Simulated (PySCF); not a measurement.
**Computed structure and properties of PmOF**

System: PmOF (singlet in the valence; each metal's 4f electrons, 4 of them, lie in its core potential, out of spins and levels); start: template (Cs). Method: PySCF 2.14.0, RKS PBE0, Pm lcecp-1-SVP with ECP50, O def2-SVP, F def2-SVP; non-relativistic Hamiltonian with scalar-relativistic core potentials where named; density fitting; no spin-orbit coupling.

Input of the relaxation:

```python
mol = gto.M(atom='''
Pm     0.05568     0.00000    -0.15982
O      1.75108     0.00000     0.59888
F     -1.89892     0.00000     0.71488''',
    basis={'Pm': 'lcecp-1-SVP', 'O': 'def2-SVP', 'F': 'def2-SVP'},
    ecp={'Pm': 'lcecp-1-SVP'},
    charge=0, spin=0)
mf = dft.RKS(mol, xc='PBE0')
mf.grids.atom_grid = (50, 194)  # f atoms: unpruned, at least (60, 302)
mf = mf.density_fit()  # fitting sets: Pm AutoAux, O def2-universal-JKFIT, F def2-universal-JKFIT
mf.conv_tol = 1e-08; mf.max_cycle = 55
mf.kernel(dm0)  # dm0: converged density of the start geometry
# quasi-Newton relaxation in Cartesian coordinates to a largest gradient under 0.00045 Eh/bohr, steps kept in the point group
```

Run from Python with OMP_NUM_THREADS=2; the lines above give its settings. Where DIIS fails, smearing, a level shift and second-order steps follow.
It took 8.5 s on 2 threads of Arm Neoverse V2 (shared host), from the converged density of the start.

Course of the relaxation:

```csv
step,energy above end (eV),largest force component within the symmetry (eV/Å)
0,0.1999,0.978
1,0.1021,0.525
2,0.0271,0.929
3,0.0063,0.417
4,0.0001,0.069
5,0.0000,0.023
6,0.0000,0.001
```

Relaxed geometry (Cs):

```xyz
3

Pm    0.0411    0.0000   -0.3661
O     1.5552    0.0000    0.7183
F    -1.6885    0.0000    0.8017
```

```json
{"contact": "Pm1–O2 (O)", "Å": "1.862"}
{"contact": "Pm1–F3 (F)", "Å": "2.087"}
```

On the finer grid (75, 302):

| Property | Result |
| --- | --- |
| HOMO | -6.62 eV |
| LUMO | -2.08 eV |
| Dipole about the centre of mass | 7.52 D |
| Set of Mulliken populations of Pm1 outside the core potential | s 2.09, p 6.19, d 1.70, f 0.11 |
| D3(BJ) dispersion energy (not in the energies) | -0.028 eV |

| atom | Mulliken (e) | Löwdin (e) | spin (e) |
| --- | --- | --- | --- |
| Pm1 | 0.91 | 0.73 | 0.00 |
| O2 | -0.45 | -0.39 | 0.00 |
| F3 | -0.46 | -0.34 | 0.00 |

The 4f levels lie in the core potential and are missing. Their spin isn't counted.

On the grid (50, 194), as all that follows. Harmonic modes: a minimum; lowest 174 cm⁻¹ (negative: unstable), highest 822 cm⁻¹, zero-point energy 0.096 eV.

Rigid scan of O along the line from its metal:

| distance to O2 (Å) | energy (eV) |
| --- | --- |
| 1.56 | 2.534 |
| 1.66 | 0.965 |
| 1.76 | 0.207 |
| 1.86 | 0.000 |
| 1.96 | 0.157 |
| 2.06 | 0.547 |
| 2.16 | 1.079 |
| 2.31 | 2.011 |

Taking off one F (charge -1, singlet; the rest: singlet) in vacuum, both parts rigid, costs 10.45 eV; the small basis without counterpoise inflates it. Most of it is the attraction of opposite charges; other ways to part are cheaper, and one spin state was tried for the rest.

Rigid scan of F along the line from its metal:

distance to F3 (Å), energy (eV) and a bar:
```
     1.79      1.285 #########
     1.89      0.489 ####
     1.99      0.106 #
     2.09      0.000 
     2.19      0.079 #
     2.29      0.274 ##
     2.49      0.850 ######
     2.79      1.844 #############
     3.19      3.051 ######################
     3.69      4.178 ##############################
```

One start shape was tried, so this needn't be the lowest isomer.

An lcecp potential fixes the number of 4f electrons, so in runs with it no electron can move into or out of that shell.
